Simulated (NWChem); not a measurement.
The numbers come from NWChem runs, not from measurements. System: Br₂, charge 0, spin multiplicity 1, at the geometry of a parent with another charge or spin, in a state set for the comparison that need not be this species' ground state. Level: RHF/def2-TZVPD.

Input file:

```
start mol
memory heap 200 mb stack 900 mb global 1100 mb
geometry units angstroms nocenter noautoz
  Br     0.000000     0.000000     1.459153
  Br     0.000000     0.000000    -1.459153
  symmetry group D2h
end
basis spherical
  * library def2-tzvpd
end
scf
  rhf
  nopen 0
  maxiter 100
  thresh 1e-7
  semidirect memsize 60000000 filesize 0
end
task scf energy
```

Part of the output:

```
             Northwest Computational Chemistry Package (NWChem) 7.3.0
             --------------------------------------------------------

                                NWChem Input Module
                                -------------------

 Scaling coordinates for geometry "geometry" by  1.889725989
 (inverse scale =  0.529177249)

 Turning off AUTOSYM since
 SYMMETRY directive was detected!

                             Geometry "geometry" -> ""
                             -------------------------

 Output coordinates in angstroms (scale by  1.889725989 to convert to a.u.)

  No.       Tag          Charge          X              Y              Z
 ---- ---------------- ---------- -------------- -------------- --------------
    1 Br                  35.0000     0.00000000     0.00000000     1.45915300
    2 Br                  35.0000     0.00000000     0.00000000    -1.45915300

 Effective nuclear repulsion energy (a.u.)     222.1295950543

            Nuclear Dipole moment (a.u.)
            ----------------------------
        X                 Y               Z
 ---------------- ---------------- ----------------
     0.0000000000     0.0000000000     0.0000000000

      Symmetry information
      --------------------

 Group name             D2h
 Group number             26
 Group order               8
 No. of unique centers     1

      Symmetry unique atoms

     1


 Summary of "ao basis" -> "" (spherical)
 ------------------------------------------------------------------------------
       Tag                 Description            Shells   Functions and Types
 ---------------- ------------------------------  ------  ---------------------
 *                         def2-tzvpd                 on all atoms

 Summary of "ao basis" -> "ao basis" (spherical)
 ------------------------------------------------------------------------------
       Tag                 Description            Shells   Functions and Types
 ---------------- ------------------------------  ------  ---------------------
 Br                        def2-tzvpd               19       57   7s6p5d1f

                                 NWChem SCF Module
                                 -----------------

  ao basis        = "ao basis"
  functions       =   114
  atoms           =     2
  closed shells   =    35
  open shells     =     0
  charge          =   0.00
  wavefunction    = RHF
  use symmetry    = T
  symmetry adapt  = T

 Summary of "ao basis" -> "ao basis" (spherical)
 ------------------------------------------------------------------------------
       Tag                 Description            Shells   Functions and Types
 ---------------- ------------------------------  ------  ---------------------
 Br                        def2-tzvpd               19       57   7s6p5d1f

      Symmetry analysis of basis
      --------------------------

        ag         25
        au          6
        b1g         6
        b1u        25
        b2g        13
        b2u        13
        b3g        13
        b3u        13

 Forming initial guess at       0.1s

      Superposition of Atomic Density Guess
      -------------------------------------

 Sum of atomic energies:       -5144.79865387

      Non-variational initial energy
      ------------------------------

 Total energy =   -5144.526524
 1-e energy   =   -7607.999224
 2-e energy   =    2241.343105
 HOMO         =      -0.366170
 LUMO         =      -0.281526

      Symmetry analysis of molecular orbitals - initial
      -------------------------------------------------

 !! scf_movecs_sym_adapt:   76 vectors were symmetry contaminated

  Symmetry fudging

 !! scf_movecs_sym_adapt:   76 vectors were symmetry contaminated

  Numbering of irreducible representations:

     1 ag          2 au          3 b1g         4 b1u         5 b2g
     6 b2u         7 b3g         8 b3u

  Orbital symmetries:

     1 b1u         2 ag          3 b1u         4 ag          5 b1u
     6 ag          7 b2g         8 b3g         9 b3u        10 b2u
    11 ag         12 b1u        13 ag         14 b1u        15 b2u
    16 b3u        17 b2g        18 b3g        19 ag         20 b2u
    21 b3u        22 b3g        23 b2g        24 ag         25 b1g
    26 au         27 b1u        28 b1u        29 ag         30 b1u
    31 ag         32 b2u        33 b3u        34 b2g        35 b3g
    36 b1u        37 b1u        38 b3u        39 b2u        40 ag
    41 b2g        42 b3g        43 ag         44 ag         45 b1g

 Starting SCF solution at       3.3s

 ----------------------------------------------
         Quadratically convergent ROHF

 Convergence threshold     :          1.000E-07
 Maximum no. of iterations :          100
 Final Fock-matrix accuracy:          1.000E-09
 ----------------------------------------------

              iter       energy          gnorm     gmax       time
             ----- ------------------- --------- --------- --------
                 1    -5144.7498416535  3.15D-01  1.33D-01      3.3
                 2    -5144.7581422503  1.14D-01  3.32D-02      3.4
                 3    -5144.7591171291  4.44D-03  1.72D-03      3.5
                 4    -5144.7591187520  6.36D-06  1.95D-06      3.7
                 5    -5144.7591187520  4.28D-09  1.75D-09      4.0

       Final RHF  results
       ------------------

         Total SCF energy =  -5144.759118752027
      One-electron energy =  -7606.608669814397
      Two-electron energy =   2239.719956008037
 Nuclear repulsion energy =    222.129595054333

        Time for solution =      0.8s

       Symmetry analysis of molecular orbitals - final
       -----------------------------------------------

  Numbering of irreducible representations:

     1 ag          2 au          3 b1g         4 b1u         5 b2g
     6 b2u         7 b3g         8 b3u

  Orbital symmetries:

     1 b1u         2 ag          3 b1u         4 ag          5 b1u
     6 ag          7 b3g         8 b2g         9 b2u        10 b3u
    11 ag         12 b1u        13 ag         14 b1u        15 b2u
    16 b3u        17 b3g        18 b2g        19 ag         20 b1u
    21 b2u        22 b3u        23 b3g        24 b2g        25 b1u
    26 au         27 ag         28 b1g        29 ag         30 b1u
    31 b3u        32 b2u        33 ag         34 b2g        35 b3g
    36 b1u        37 b1u        38 b2u        39 b3u        40 ag
    41 b3g        42 b2g        43 ag         44 ag         45 b1g

             Final eigenvalues
             -----------------

              1
    1 -490.0840
    2 -490.0840
    3  -65.2237
    4  -65.2237
    5  -58.5799
    6  -58.5798
    7  -58.5770
    8  -58.5770
    9  -58.5770
   10  -58.5770
   11   -9.8940
   12   -9.8940
   13   -7.5082
   14   -7.5082
   15   -7.4966
   16   -7.4966
   17   -7.4966
   18   -7.4966
   19   -3.2519
   20   -3.2516
   21   -3.2468
   22   -3.2468
   23   -3.2467
   24   -3.2467
   25   -3.2320
   26   -3.2320
   27   -3.2320
   28   -3.2320
   29   -1.0317
   30   -0.9850
   31   -0.4717
   32   -0.4717
   33   -0.4534
   34   -0.4392
   35   -0.4392
   36   -0.1150
   37    0.0572
   38    0.0788
   39    0.0788
   40    0.0838
   41    0.0952
   42    0.0952
   43    0.1189
   44    0.1926
   45    0.1926

                       ROHF Final Molecular Orbital Analysis
                       -------------------------------------

 Vector   33  Occ=2.000000D+00  E=-4.533823D-01  Symmetry=ag
              MO Center= -8.7D-16,  6.1D-16,  4.3D-16, r^2= 3.4D+00
   Bfn.  Coefficient  Atom+Function         Bfn.  Coefficient  Atom+Function
  ----- ------------  ---------------      ----- ------------  ---------------
    19      0.373478  1 Br pz                76     -0.373478  2 Br pz
    13     -0.229158  1 Br pz                70      0.229158  2 Br pz
    16      0.185766  1 Br pz                22      0.186378  1 Br pz
    73     -0.185766  2 Br pz                79     -0.186378  2 Br pz

 Vector   34  Occ=2.000000D+00  E=-4.392040D-01  Symmetry=b2g
              MO Center=  3.8D-17, -5.2D-30,  2.2D-16, r^2= 3.7D+00
   Bfn.  Coefficient  Atom+Function         Bfn.  Coefficient  Atom+Function
  ----- ------------  ---------------      ----- ------------  ---------------
    17      0.401842  1 Br px                74     -0.401842  2 Br px
    11     -0.259130  1 Br px                68      0.259130  2 Br px
    14      0.234351  1 Br px                71     -0.234351  2 Br px
    20      0.214887  1 Br px                77     -0.214887  2 Br px

 Vector   35  Occ=2.000000D+00  E=-4.392040D-01  Symmetry=b3g
              MO Center= -5.8D-30,  8.3D-17, -5.1D-16, r^2= 3.7D+00
   Bfn.  Coefficient  Atom+Function         Bfn.  Coefficient  Atom+Function
  ----- ------------  ---------------      ----- ------------  ---------------
    18      0.401842  1 Br py                75     -0.401842  2 Br py
    12     -0.259130  1 Br py                69      0.259130  2 Br py
    15      0.234351  1 Br py                72     -0.234351  2 Br py
    21      0.214887  1 Br py                78     -0.214887  2 Br py

 Vector   36  Occ=0.000000D+00  E=-1.150073D-01  Symmetry=b1u
              MO Center=  2.3D-16,  4.0D-16, -4.6D-14, r^2= 4.5D+00
   Bfn.  Coefficient  Atom+Function         Bfn.  Coefficient  Atom+Function
  ----- ------------  ---------------      ----- ------------  ---------------
    19      0.394271  1 Br pz                76      0.394271  2 Br pz
    22      0.289518  1 Br pz                79      0.289518  2 Br pz
    13     -0.251535  1 Br pz                70     -0.251535  2 Br pz
    16      0.219664  1 Br pz                73      0.219664  2 Br pz

 Vector   37  Occ=0.000000D+00  E= 5.715771D-02  Symmetry=b1u
              MO Center= -3.8D-19, -2.6D-18, -2.1D-16, r^2= 2.5D+01
   Bfn.  Coefficient  Atom+Function         Bfn.  Coefficient  Atom+Function
  ----- ------------  ---------------      ----- ------------  ---------------
     7      1.554077  1 Br s                 64     -1.554077  2 Br s
    25     -1.323454  1 Br pz                82     -1.323454  2 Br pz
    48      0.250131  1 Br d  0             105     -0.250131  2 Br d  0
     6     -0.238979  1 Br s                 63      0.238979  2 Br s

 Vector   38  Occ=0.000000D+00  E= 7.884473D-02  Symmetry=b2u
              MO Center=  1.8D-29, -1.0D-15,  1.2D-16, r^2= 1.7D+01
   Bfn.  Coefficient  Atom+Function         Bfn.  Coefficient  Atom+Function
  ----- ------------  ---------------      ----- ------------  ---------------
    24      0.704596  1 Br py                81      0.704596  2 Br py
    21     -0.347271  1 Br py                78     -0.347271  2 Br py

 center of mass
 --------------
 x =   0.00000000 y =   0.00000000 z =   0.00000000

 moments of inertia (a.u.)
 ------------------
        1215.250441072682           0.000000000000           0.000000000000
           0.000000000000        1215.250441072682           0.000000000000
           0.000000000000           0.000000000000           0.000000000000

  Mulliken analysis of the total density
  --------------------------------------

    Atom       Charge   Shell Charges
 -----------   ------   -------------------------------------------------------
    1 Br  35    35.00   2.00  2.00  1.16  0.77  1.04  1.01  0.01  6.00  5.94  1.18  2.65  1.20  0.01  8.99  1.02 -0.02  0.04 -0.00  0.00
    2 Br  35    35.00   2.00  2.00  1.16  0.77  1.04  1.01  0.01  6.00  5.94  1.18  2.65  1.20  0.01  8.99  1.02 -0.02  0.04 -0.00  0.00

       Multipole analysis of the density wrt the origin
       ------------------------------------------------

     L   x y z        total         open         nuclear
     -   - - -        -----         ----         -------
     0   0 0 0     -0.000000      0.000000     70.000000

     1   1 0 0     -0.000000      0.000000      0.000000
     1   0 1 0      0.000000      0.000000      0.000000
     1   0 0 1      0.000000      0.000000      0.000000

     2   2 0 0    -28.333607      0.000000      0.000000
     2   1 1 0      0.000000      0.000000      0.000000
     2   1 0 1     -0.000000      0.000000      0.000000
     2   0 2 0    -28.333607      0.000000      0.000000
     2   0 1 1     -0.000000      0.000000      0.000000
     2   0 0 2    -22.976848      0.000000    532.227581

 Task  times  cpu:        4.1s     wall:        4.1s

 Total times  cpu:        4.1s     wall:        4.1s
```
